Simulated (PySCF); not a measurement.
Zn(H)(SiH3) (H4SiZn), SMILES [ZnH][SiH3].

Geometry: B3LYP-D3(BJ)/def2-TZVP.

Two levels are set side by side: PBE/def2-TZVPD (PySCF) and M06-2X/def2-TZVPD (PySCF). Same geometry, gas phase. Differences are taken from unrounded values.

```csv
quantity,PBE
orbital gap (eV),4.44
highest occupied level (eV),-6.31
lowest empty level (eV),-1.86
dipole moment (D),0.19
mean polarisability (bohr³),64.1
```

Question: These are the PBE values. What does M06-2X give? (An estimate is asked for; the answer gives what the named calculation found.)

Answer: 
| quantity | M06-2X | PBE minus M06-2X |
|---|---|---|
| orbital gap (eV) | 7.44 | -3.00 |
| highest occupied level (eV) | -8.15 | 1.85 |
| lowest empty level (eV) | -0.71 | -1.15 |
| dipole moment (D) | 0.24 | -0.04 |
| mean polarisability (bohr³) | 60.6 | 3.5 |

PBE's occupied levels lie high since its potential decays too fast outside the molecule; exact exchange lowers them and widens the gap. PBE's more diffuse valence density responds more strongly to a field. Differences between two approximate levels are no errors against the true value.

Rough cost on one machine, each run with all the roots and properties that it gave: M06-2X against PBE about 2 times.
